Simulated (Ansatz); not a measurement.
Cost and result up the ladder for Ga13N13H30, a nanocrystal cut from zinc blende GaN (hydrogen-capped) (56 atoms). Charge 0, multiplicity 1. Geometry: r2SCAN-D4/def2-SVP.

Cartesian coordinates in Å:
```
Ga -0.167 1.798 -1.738
Ga -0.784 3.091 1.308
Ga -3.212 2.508 -0.724
Ga -2.167 -0.584 -1.115
Ga -2.763 0.733 1.925
Ga 2.443 2.413 0.296
Ga 2.935 1.217 -2.652
Ga 0.800 -1.207 -2.045
Ga 3.400 -0.561 -0.008
Ga 0.269 -0.001 0.859
Ga -1.712 -2.534 1.590
Ga 1.226 -3.151 0.670
Ga -1.207 -3.717 -1.362
N -1.253 2.955 -0.550
N 1.725 2.329 -1.484
N 1.169 3.550 1.349
N -0.299 0.001 -0.954
N -0.848 1.214 1.919
N -3.191 0.647 0.054
N -2.219 -2.369 -0.255
N -2.788 -1.162 2.582
N 2.136 0.587 0.983
N 2.663 -0.582 -1.782
N 0.656 -2.973 -1.156
N 3.083 -2.395 0.742
N 0.125 -1.808 1.610
H -0.605 1.942 -3.229
H -1.532 4.093 2.246
H -3.589 2.427 -2.244
H -3.991 3.428 0.294
H -2.762 -0.627 -2.557
H -3.633 1.591 2.900
H 3.888 2.953 0.545
H 2.353 1.178 -4.107
H 4.418 1.663 -2.345
H 0.439 -1.300 -3.560
H 4.904 -0.202 0.223
H -1.866 -3.898 2.338
H 1.250 -4.552 1.362
H -1.650 -3.591 -2.860
H -1.249 -5.087 -0.579
H -1.209 3.894 -0.962
H 1.811 3.260 -1.909
H 1.264 4.512 1.007
H 1.487 3.613 2.321
H -0.542 1.213 2.898
H -4.173 0.363 -0.039
H -3.189 -2.695 -0.352
H -3.764 -1.475 2.574
H -2.541 -1.184 3.576
H 2.444 0.586 1.962
H 3.245 -1.195 -2.365
H 1.211 -3.618 -1.731
H 3.696 -3.042 0.237
H 3.434 -2.438 1.703
H 0.431 -1.810 2.589
```

Ansatz on 11 threads of AMD EPYC 7R13 on a shared host and a whole NVIDIA H100 80GB HBM3. Times are rough, and most runs start from the orbitals of an earlier one. PBE0-D4/def2-TZVP serves as the yardstick here, not as an exact answer. Differences are given only for rows in sets of like size (and for xTB, whose basis is part of the method), since another set adds its own error. Binding counts from free atoms at the same level (Ga doublet, N quartet, H doublet; other spins of the atoms weren't run), without zero-point energy or a counterpoise term.

Single mean-field runs in def2-SVP, def2-TZVP are fitted with def2-universal-jkfit.

| level | functions | wall time | binding energy per atom (eV) | difference from PBE0-D4/def2-TZVP (eV) |
| --- | --- | --- | --- | --- |
| PBE-D4/def2-SVP | 748 | 4.4 s | 3.42 | – |
| PBE0-D4/def2-SVP | 748 | 6 s | 3.38 | – |
| PBE-D4/def2-TZVP | 1207 | 7 s | 3.39 | 0.05 |
| r2SCAN-D4/def2-TZVP (with forces) | 1207 | 9 s | 3.35 | 0.01 |
| PBE0-D4/def2-TZVP (with forces) | 1207 | 14 s | 3.34 | 0.00 |
